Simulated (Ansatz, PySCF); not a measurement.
CH4Cl2O2Sn, singlet, at a GFN2-xTB geometry (such geometries of metal compounds can be far from the true shape) (all electrons, no relativity), with bond 5-3 at 1.8 times its length. Base run: CASSCF(2,2)/STO-3G (PySCF).

Input for PySCF:
```python
from pyscf import gto, scf, mcscf
import numpy

mol = gto.M(
    atom='''
C    -2.630684    0.004809   -1.162630
O    -1.296060   -0.348173   -1.395155
Sn    0.217562   -0.086383   -0.105568
O     1.751298   -0.790874   -1.073874
Cl    0.869205    3.883382    0.757774
Cl   -0.066968   -1.280037    1.822966
H    -3.061448   -0.536229   -0.317996
H    -2.754385    1.078067   -1.006110
H    -3.165048   -0.280729   -2.070946
H     1.530460   -1.121514   -1.948092
''',
    basis='sto-3g',
    charge=0,
    spin=0,
    verbose=4,
)

mf = scf.RHF(mol)
mf.kernel()
mc = mcscf.CASSCF(mf, 2, 2)
mc.fix_spin_(ss=0.0)
mc.kernel()
occ = numpy.linalg.eigvalsh(mc.fcisolver.make_rdm1(mc.ci, mc.ncas, mc.nelecas))[::-1]
ss = mc.fcisolver.spin_square(mc.ci, mc.ncas, mc.nelecas)[0]
print('natural occupations', occ.round(4), ' <S^2>', round(ss, 4))
```

Programs used: Ansatz (a program for electronic structure), PySCF; a row that names a program was run with it.

Each row names what was changed in the base input (with any setting that the change needs).

```csv
change,ΔE vs base (mEh),natural occupations,<S^2> of the state,outcome
base,0.000,1.25 0.75,0.00,converged
"active space = 4 electrons, 3 orbitals",-0.120,2.00 1.25 0.75,0.00,converged
start = MP2 natural orbitals,0.000,1.25 0.75,0.00,converged
fix_spin_ = off,0.000,1.25 0.75,0.00,converged
"active space = 8 electrons, 9 orbitals",-59.357,1.98 1.97 1.96 1.27 0.74 0.04 0.03 0.01 0.00,0.00,converged
conv_tol = 1e-5,0.005,1.25 0.75,0.00,converged
solver = newton,0.000,1.25 0.75,0.00,converged
state_average = 2 states,3.721,-,-,converged
orbitals = fixed (CASCI),7.173,1.28 0.72,0.00,converged
"active space = 10 electrons, 8 orbitals",-,-,-,not converged
code = ansatz,0.016,-,-,converged
```

Active orbitals are taken around the Fermi level unless the row says otherwise; CASSCF can end in different local minima, and two programs can end on different orbitals. State-averaged rows give the lowest state.
